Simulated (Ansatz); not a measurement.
```yaml
crystal:
  periodic: [false, false, false]
  atoms:
    - {symbol: Cd, position_ang: [-1.820879, 0.572056, -1.718715]}
    - {symbol: Cd, position_ang: [1.782288, -0.324051, 1.487483]}
    - {symbol: Se, position_ang: [-0.041929, 0.076277, 0.144215]}
basis:
  gaussian: {orbitals: def2-mTZVP, final_grid: {core_spheres: 8, valence_spheres: 7, degree: 23}}
hamiltonian: {xc: {name: rPW86-PBE}, dispersion: d3bj}
output: {forces: true}
```

```sh
$ ansatz run in.yaml --threads 4 --pin off --events-out ev --progress --plain --max-ram 3916MiB
```

Output, abridged:

```
Functional definition: rPW86-PBE
1108 factors; their error is unknown
mean field evaluation 1: about -74509.7392 eV, gradient 3.5e1 eV
mean field evaluation 2: about -74462.0205 eV, gradient 1.0e2 eV
mean field evaluation 4: about -74512.2498 eV, gradient 1.8e1 eV
mean field evaluation 8: about -74513.7051 eV, gradient 1.2e-1 eV
mean field evaluation 16: about -74513.6772 eV, gradient 2.7e-4 eV
mean field evaluation 32: about -74507.4457 eV, gradient 3.5e0 eV
mean field -74513.67717667 eV, -2738.3271290583 hartree, gradient 2.9e-5 eV, S^2 0.000000; 4 other end points of the search recorded, 0 dependent functions left out
reference -74513.67727690 eV, -2738.3271327417 hartree; 37, 37 occupied and 65, 65 virtual orbitals, 1108 factors
Total energy: -74513.78363588 eV, -2738.3310413619 hartree
Atom 0 at    -1.820879     0.572056    -1.718715 Å, force    -0.128366     0.027542    -0.091224 eV/Å
Atom 1 at     1.782288    -0.324051     1.487483 Å, force     2.059948    -0.460088     1.558979 eV/Å
Atom 2 at    -0.041929     0.076277     0.144215 Å, force    -1.931582     0.432547    -1.467755 eV/Å
Dipole moment:     0.172768    -0.008153    -0.028950 e Å
```

Hardware: 4 threads of Arm Neoverse V2 on a shared host. Wall time 2.7 s.

In the def2 sets Cd takes a core potential; there is no spin–orbit coupling.
